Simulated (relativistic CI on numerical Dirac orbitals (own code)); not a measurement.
Method of calculation: Dirac-Coulomb-Breit CI, KLI orbitals optimised for each configuration, QED by a radiative potential, unscaled Slater integrals (own radial code, finite nucleus).

CI space (outside the closed core 1s2): 2s²2p⁴, 2s2p⁵, 2p⁶, 2p⁵3s, 2p⁵3p, 2p⁵3d, 2s²2p³3s, 2s²2p³3p, 2s²2p³3d, 2s2p⁴3s, 2s2p⁴3p, 2s2p⁴3d, 2s²2p³4s, 2s²2p³4p, 2s²2p³4d, 2s²2p³4f, 2s2p⁴4s, 2s2p⁴4p, 2s2p⁴4d, 2s2p⁴4f, 2s²2p²3s², 2s²2p²3s3p, 2s²2p³5s, 2s²2p³5p, 2s²2p³5d, 2s²2p³5f, 2s²2p²3s3d, 2s²2p³5g, 2s²2p²3p², 2s²2p²3p3d, 2s2p³3s², 2s²2p²3d², 2s2p³3s3p, 2s2p³3s3d, 2s2p³3p², 2s2p⁴5s. Levels of other configurations are missing.

At this charge energies of transitions that change n are usually good to better than 1 %, and those within a shell (Δn = 0) to a few per cent.

Outline of the computed level scheme of I XLVI. Lowest level of each configuration: 2s²2p⁴ ³P2 at 0.00 eV; 2s2p⁵ ³P°2 at 561.97 eV; 2p⁶ ¹S0 at 1208.38 eV; 2s²2p³3s ³P°2 at 4277.36 eV; 2s²2p³3p ³P1 at 4352.32 eV; 2s²2p³3d ³D°2 at 4521.54 eV.

Some strong electric-dipole decays among the lowest 45 levels: 2s²2p³3d ³D°3 → 2s²2p⁴ ³P2 (5.3e+14 s⁻¹); 2s²2p³3d ³D°1 → 2s²2p⁴ ¹S0 (3.2e+14 s⁻¹); 2s²2p³3d ³D°2 → 2s²2p⁴ ³P2 (2.5e+14 s⁻¹); 2s²2p³3d ³D°1 → 2s²2p⁴ ³P2 (6.5e+13 s⁻¹); 2s²2p³3s ¹D°2 → 2s²2p⁴ ¹D2 (4.5e+13 s⁻¹); 2s²2p³3s ³S°1 → 2s²2p⁴ ³P1 (4.2e+13 s⁻¹); 2s²2p³3s ¹P°1 → 2s²2p⁴ ³P2 (4.1e+13 s⁻¹); 2s²2p³3d ³D°1 → 2s²2p⁴ ³P2 (2.9e+13 s⁻¹).

LS names give the leading component of a level, which can be under half, so a name can repeat, a term be missing and a line seem to break the LS rules.
